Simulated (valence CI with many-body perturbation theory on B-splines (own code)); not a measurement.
From CI to CI+MBPT in K V

Level of theory: relativistic CI+MBPT: five valence electrons over a frozen Dirac-Fock core [Ne], a basis of 9 s, 9 p, 8 d, 6 f, 3 g, 1 h functions for each j, with the one-electron correlation potential Σ1, the two-electron term Σ2, the three-electron term Σ3, Breit, model QED; selected CI, second order for the rest, scaled by the run's own slope (own B-spline code, finite nucleus).

Set against measurement, 25 paired levels are off by 352 cm⁻¹ on average, the worst by 1172. These come from a selection out of Sansonetti, J. Phys. Chem. Ref. Data 37, 7 (2008). Levels without a partner in it may be off by more. Among the levels kept, up to 980 cm⁻¹ of a level comes from second order outside the variational space, and about a tenth of that is noise between levels of different J, which matters for small intervals. 5 measured levels below the end of the list, from 206720 cm⁻¹ on, found no clear computed partner, and computed levels of the same name lie up to 6860 cm⁻¹ from them.

Each rung adds one term. CI alone is the Dirac-Coulomb CI over the frozen core; QED comes last and gives the full result, which names the levels. Energies are above 3s2.3p3 4S°_3/2 on the same rung, in eV.

Names give the largest LS component (configuration and term), which can be under half, so a name can repeat, a term be missing and a line seem to break the LS rules; names also repeat where a configuration has a term twice. Letters in brackets count levels of one name in rising energy.

```csv
Level,CI alone
3s2.3p3 2D°_3/2,3.036
3s2.3p3 2D°_5/2,3.067
3s2.3p3 2P°_1/2,5.017
3s2.3p3 2P°_3/2,5.057
3s.3p4 4P_5/2,16.881
3s.3p4 4P_3/2,17.055
3s.3p4 4P_1/2,17.151
3s.3p4 2D_3/2,21.043
3s.3p4 2D_5/2,21.060
3s2.3p2.3d 2P_3/2 [a],24.228
3s2.3p2.3d 2P_1/2 [a],24.420
3s.3p4 2S_1/2,25.654
3s2.3p2.3d 4F_3/2,26.531
3s2.3p2.3d 4F_5/2,26.598
3s2.3p2.3d 4F_7/2,26.693
3s2.3p2.3d 4F_9/2,26.819
```

**Question.** What do these energies become with core correlation, Breit and QED?

**Answer.** 3s2.3p3 2D°_3/2 3.002 (-0.0341); 3s2.3p3 2D°_5/2 3.031 (-0.0367); 3s2.3p3 2P°_1/2 4.964 (-0.0527); 3s2.3p3 2P°_3/2 5.004 (-0.0536); 3s.3p4 4P_5/2 16.930 (+0.0490); 3s.3p4 4P_3/2 17.104 (+0.0489); 3s.3p4 4P_1/2 17.199 (+0.0475); 3s.3p4 2D_3/2 21.031 (-0.0113); 3s.3p4 2D_5/2 21.047 (-0.0135); 3s2.3p2.3d 2P_3/2 [a] 24.155 (-0.0727); 3s2.3p2.3d 2P_1/2 [a] 24.344 (-0.0762); 3s.3p4 2S_1/2 25.556 (-0.0974); 3s2.3p2.3d 4F_3/2 26.471 (-0.0602); 3s2.3p2.3d 4F_5/2 26.536 (-0.0621); 3s2.3p2.3d 4F_7/2 26.628 (-0.0658); 3s2.3p2.3d 4F_9/2 26.749 (-0.0703).

**Question.** How does the ionisation energy move along the ladder, and which term matters most?

**Answer.** CI alone 81.687, + Σ1 82.019, + Σ2 81.888, + Σ3 81.803, + Breit 81.798, + QED 81.800 eV. The largest step is Σ1, 0.332 eV. NIST lists 82.66 ± 0.16 eV (semi-empirical), further off than its uncertainty and the later steps.
